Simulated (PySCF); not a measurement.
H (SMILES [H-]), charge -1, singlet (in this run its highest filled SCF level lies above zero, so its values depend strongly on the basis, on diffuse functions most of all). Base run: PySCF with SVWN5/6-311G**.

The PySCF input:
```python
from pyscf import gto, scf, dft

mol = gto.Mole()
mol.atom = '''
    H     0.000000    0.000000    0.000000
'''
mol.basis = '6-311g**'
mol.charge = -1
mol.spin = 0
mol.verbose = 4
mol.build()

mf = dft.RKS(mol)
mf.xc = 'lda,vwn'
mf.kernel()
mf.analyze()
```

Variants of this job, named by their change:

```tsv
change	ΔE vs base (µEh)	grid points	electrons on the grid
base	0.0	9808	2.00000
grids.atom_grid = (75, 302)	0.0	14840	2.00000
grids.atom_grid = (99, 590)	0.0	33224	2.00000
grids.level = 0	-19.7	624	2.00089
grids.becke_scheme = stratmann	0.0	9808	2.00000
grids.radi_method = mura_knowles	0.0	9592	2.00000
grids.radi_method = gauss_chebyshev	0.0	9704	2.00000
grids.level = 1	0.0	2472	2.00000
grids.prune = off	0.0	15104	2.00000
grids.level = 4	0.0	15712	2.00000
grids.atom_grid = (150, 974)	0.0	83224	2.00000
```
